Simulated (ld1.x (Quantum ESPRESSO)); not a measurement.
## Which change was made? (Si, ultrasoft)

Si (Z = 14), ultrasoft, made with ld1.x (Quantum ESPRESSO) 7.5 (PBE, scalar-relativistic). Core [Ne], reference 3s2 3p1 (charge +1). Waves: 3s (bound): rcut 1.35, rcutus 1.85 bohr; 3s channel at -0.6 Ry: rcut 1.35, rcutus 1.85 bohr; 3p (bound): rcut 1.80, rcutus 2.10 bohr; 3p channel at -0.45 Ry: rcut 1.80, rcutus 2.10 bohr. Local part: all-electron potential smoothed inside 2.00 bohr (lloc = -1). Core correction: Bessel-smoothed model core inside 1.30 bohr. Augmentation charge: built from norm-conserving waves at rcut, not smoothed further.

Cutoffs, loose and tight: the cutoffs (Ry, on a coarse ladder) from which the occupation-weighted sum of valence levels, in a spherical-Bessel basis at the reference potential, stays within 10 and 1 mRy of its value at 400 Ry. They do not see the model core or the augmentation charge, which bear on the density cutoff. Test errors are all-electron minus pseudo excitation energies from the reference, over the configurations 3s2 3p2; 3s2 3p0; 3s1 3p0; 3s2 3p1.5; 3s1 3p3; 3s0 3p4; 3s2 3p2.3; variants that change the core or the reference have their own tests.

The base gives: outcome: generated; cutoff, loose: 8 Ry; cutoff, tight: 15 Ry; bound ghosts: none; largest test error (meV): +31.

Q: After one change the result is: outcome: generated; cutoff, loose: 8 Ry; cutoff, tight: 15 Ry; bound ghosts: none; largest test error (meV): +20. Which change was it?
A. reference 3s1.5 3p2.5
B. functional LDA (PZ)
C. type TM; waves now 3s (bound): rc 1.85 bohr; 3p (bound): rc 2.10 bohr; local potential all-electron potential smoothed inside 1.40 bohr (lloc = -2)

A: B. The others give: reference 3s1.5 3p2.5 → outcome: generated; cutoff, loose: 10 Ry; cutoff, tight: 15 Ry; bound ghosts: none; largest test error (meV): +47 | type TM; waves now 3s (bound): rc 1.85 bohr; 3p (bound): rc 2.10 bohr; local potential all-electron potential smoothed inside 1.40 bohr (lloc = -2) → outcome: generated; cutoff, loose: 15 Ry; cutoff, tight: 35 Ry; bound ghosts: none; largest test error (meV): +57.
